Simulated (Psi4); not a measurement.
H$_{3}$Cl$_{2}$FGeSi (SMILES F[Si](Cl)(Cl)[GeH3]), singlet, geometry from GFN2-xTB; PBE0/cc-pV(Q+d)Z (Psi4).

The Psi4 input:
```
memory 2 GB

molecule {
0 1
F     1.15806934   -0.35810073    1.56301353
Si    0.57084838   -0.06417414    0.09168656
Cl    1.43605185    1.64349304   -0.48644613
Cl    1.14631415   -1.62251874   -1.02186524
Ge   -1.73147587    0.10404229    0.28998127
H    -2.16132944    1.36071831    0.97044654
H    -2.32423350   -1.01992042    1.07275286
H    -2.42193281    0.09463033   -1.03204013
}

set {
  basis cc-pv(q+d)z
}

energy('pbe0')
print_variables()
```

It wrote (shortened):

```
   => Loading Basis Set <=

    Name: CC-PV(Q+D)Z
    Role: ORBITAL
    Keyword: BASIS

         ---------------------------------------------------------
                                   SCF
               by Justin Turney, Rob Parrish, Andy Simmonett
                          and Daniel G. A. Smith
                              RKS Reference
         ---------------------------------------------------------

  ==> Geometry <==

    Molecular point group: c1
    Full point group: C1

    Geometry (in Angstrom), charge = 0, multiplicity = 1:

       Center              X                  Y                   Z               Mass
    ------------   -----------------  -----------------  -----------------  -----------------
         F            1.192526859572    -0.359464999025     1.552847413293    18.998403162730
         SI           0.605305899572    -0.065538409025     0.081520443293    27.976926534650
         CL           1.470509369572     1.642128770975    -0.496612246707    34.968852682000
         CL           1.180771669572    -1.623883009025    -1.032031356707    34.968852682000
         GE          -1.697018350428     0.102678020975     0.279815153293    73.921177761000
         H           -2.126871920428     1.359354040975     0.960280423293     1.007825032230
         H           -2.289775980428    -1.021284689025     1.062586743293     1.007825032230
         H           -2.387475290428     0.093266060975    -1.042206246707     1.007825032230

  Running in c1 symmetry.

  Rotational constants: A =      0.06072  B =      0.03455  C =      0.02801 [cm^-1]
  Rotational constants: A =   1820.29531  B =   1035.91837  C =    839.59196 [MHz]
  Nuclear repulsion =  637.359638076753413

  Charge       = 0
  Multiplicity = 1
  Electrons    = 92
  Nalpha       = 46
  Nbeta        = 46

  ==> Algorithm <==

  SCF Algorithm Type is DF.
  DIIS enabled.
  MOM disabled.
  Fractional occupation disabled.
  Guess Type is SAD.
  Energy threshold   = 1.00e-06
  Density threshold  = 1.00e-06
  Integral threshold = 1.00e-12

  ==> Primary Basis <==

  Basis Set: CC-PV(Q+D)Z
    Blend: CC-PV(Q+D)Z
    Number of shells: 119
    Number of basis functions: 405
    Number of Cartesian functions: 499
    Spherical Harmonics?: true
    Max angular momentum: 4

  ==> DFT Potential <==

   => LibXC <=

    Version 7.1.2
    S. Lehtola, C. Steigemann, M. J. T. Oliveira, and M. A. L. Marques,  SoftwareX 7, 1–5 (2018) (10.1016/j.softx.2017.11.002)

   => Composite Functional: PBE0 <=

    PBE0 Hyb-GGA Exchange-Correlation Functional

    C. Adamo and V. Barone,  J. Chem. Phys. 110, 6158 (1999) (10.1063/1.478522)
    M. Ernzerhof and G. E. Scuseria,  J. Chem. Phys. 110, 5029 (1999) (10.1063/1.478401)

    Deriv               =              1
    GGA                 =           TRUE
    Meta                =          FALSE

    Exchange Hybrid     =           TRUE
    MP2 Hybrid          =          FALSE

   => Exchange Functionals <=

    0.7500   Perdew, Burke & Ernzerhof

   => Exact (HF) Exchange <=

    0.2500               HF

   => Correlation Functionals <=

    1.0000   Perdew, Burke & Ernzerhof

   => LibXC Density Thresholds  <==

    XC_HYB_GGA_XC_PBEH:  1.00E-15

   => Molecular Quadrature <=

    Radial Scheme          =       TREUTLER
    Pruning Scheme         =           NONE
    Nuclear Scheme         =       TREUTLER

    Blocking Scheme        =         OCTREE
    BS radius alpha        =              1
    Pruning alpha          =              1
    Radial Points          =             75
    Spherical Points       =            302
    Total Points           =         172352
    Total Blocks           =           1376
    Max Points             =            256
    Max Functions          =            364
    Weights Tolerance      =       1.00E-15

   => Loading Basis Set <=

    Name: (CC-PV(Q+D)Z AUX)
    Role: JKFIT
    Keyword: DF_BASIS_SCF

  ==> Integral Setup <==

  SCF_SUBTYPE=INCORE selected. In-core MEM_DF algorithm will be used.
  Using in-core AOs.

  ==> MemDFJK: Density-Fitted J/K Matrices <==

    J tasked:                   Yes
    K tasked:                   Yes
    wK tasked:                   No
    Algorithm:                 Core
    Schwarz Cutoff:           1E-12
    Mask sparsity (%):      10.4630
    Fitting Condition:        1E-10

   => Auxiliary Basis Set <=

  Basis Set: (CC-PV(Q+D)Z AUX)
    Blend: CC-PVQZ-JKFIT
    Number of shells: 239
    Number of basis functions: 921
    Number of Cartesian functions: 1203
    Spherical Harmonics?: true
    Max angular momentum: 5

  Minimum eigenvalue in the overlap matrix is 9.6185954583E-05.
  Reciprocal condition number of the overlap matrix is 1.3643284138E-05.
    Using symmetric orthogonalization.

  ==> Pre-Iterations <==

  SCF Guess: Superposition of Atomic Densities via on-the-fly atomic UHF (no occupation information).

   -------------------------
    Irrep   Nso     Nmo
   -------------------------
     A        405     405
   -------------------------
    Total     405     405
   -------------------------

  ==> Iterations <==

                           Total Energy        Delta E     RMS |[F,P]|

   @DF-RKS iter SAD: -3384.94687630963153   -3.38495e+03   0.00000e+00
   @DF-RKS iter   1: -3386.40673200448236   -1.45986e+00   6.92832e-03 ADIIS/DIIS
   @DF-RKS iter   2: -3377.33644378290046    9.07029e+00   2.08282e-02 ADIIS/DIIS
   @DF-RKS iter   3: -3387.98790717273778   -1.06515e+01   1.81630e-03 ADIIS/DIIS
   @DF-RKS iter   4: -3388.07184944936671   -8.39423e-02   6.48134e-04 ADIIS/DIIS
   @DF-RKS iter   5: -3388.09119188551267   -1.93424e-02   1.27427e-04 ADIIS/DIIS
   @DF-RKS iter   6: -3388.09184309711554   -6.51212e-04   4.25497e-05 DIIS
   @DF-RKS iter   7: -3388.09197152716479   -1.28430e-04   6.47948e-06 DIIS
   @DF-RKS iter   8: -3388.09197414599294   -2.61883e-06   2.54242e-06 DIIS
   @DF-RKS iter   9: -3388.09197460292398   -4.56931e-07   3.38054e-07 DIIS
  Energy and wave function converged.

  ==> Post-Iterations <==

   Electrons on quadrature grid:
      Ntotal   =   92.0000065865 ; deviation = 6.587e-06

    Orbital Energies [Eh]
    ---------------------

    Doubly Occupied:

[...]
      46A     -0.326712

    Virtual:

[...]
    Final Occupation by Irrep:
              A
    DOCC [    46 ]
    NA   [    46 ]
    NB   [    46 ]

  @DF-RKS Final Energy: -3388.09197460292398

   => Energetics <=

    Nuclear Repulsion Energy =            637.3596380767534129
    One-Electron Energy =               -5980.0151346700004069
    Two-Electron Energy =                2080.9704449970663518
    DFT Exchange-Correlation Energy =    -126.4069230067428862
    Empirical Dispersion Energy =           0.0000000000000000
    VV10 Nonlocal Energy =                  0.0000000000000000
    Total Energy =                      -3388.0919746029239832

Computation Completed

Properties will be evaluated at   0.000000,   0.000000,   0.000000 [a0]

Properties computed using the SCF density matrix

 Multipole Moments:

 ------------------------------------------------------------------------------------
     Multipole            Electronic (a.u.)      Nuclear  (a.u.)        Total (a.u.)
 ------------------------------------------------------------------------------------

 L = 1.  Multiply by 2.5417464519 to convert [e a0] to [Debye]
 Dipole X            :         -6.4872837            5.9906049           -0.4966788
 Dipole Y            :          0.3202109           -0.2371846            0.0830263
 Dipole Z            :          1.5417582           -1.7674278           -0.2256696
 Magnitude           :                                                    0.5518242

 ------------------------------------------------------------------------------------

  Variable Map:
  ----------------------------------------------------------------------------
[...]
  Array Variable Map:
  ----------------------------------------------------------------------------
[...]
[...]
```
